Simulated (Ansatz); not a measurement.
The same redistribution along the group B, Al, Ga, In.

Isolated molecules relaxed with PBE0-D4/def2-TZVP in Ansatz; ΔE leaves out vibrations. CCSD(T)/CBS is the MP2 limit (def2-TZVPP, def2-QZVPP) plus CCSD(T) − MP2 in def2-TZVPP, frozen cores. Elements past krypton have def2 core potentials. For Br, Ga, In outer-core shells are correlated without core-valence functions, which leaves a few kJ/mol of doubt a bond. Scalar relativity is left out up to krypton. Each species was taken in one conformer, which may not be the lowest.

```
                                                                         reaction  CCSD(T)/CBS(def2) (eV)
                  `CSB(F)F` + `N[SiH]([SiH3])Br` → `FB(F)Br` + `CS[SiH](N)[SiH3]`                    0.45
`C[S][Al]([F])[F]` + `N[SiH]([SiH3])Br` → `[F][Al]([F])[Br]` + `CS[SiH](N)[SiH3]`                       ?
`C[S][Ga]([F])[F]` + `N[SiH]([SiH3])Br` → `[F][Ga]([F])[Br]` + `CS[SiH](N)[SiH3]`                    0.16
`C[S][In]([F])[F]` + `N[SiH]([SiH3])Br` → `[F][In]([F])[Br]` + `CS[SiH](N)[SiH3]`                    0.07
```

Problem. Fill in the missing values. (Best estimate.)

Solution. Computed: `C[S][Al]([F])[F]` + `N[SiH]([SiH3])Br` → `[F][Al]([F])[Br]` + `CS[SiH](N)[SiH3]`: -0.08 eV.

Largest T1 diagnostic: 0.016, for `C[S][In]([F])[F]`.
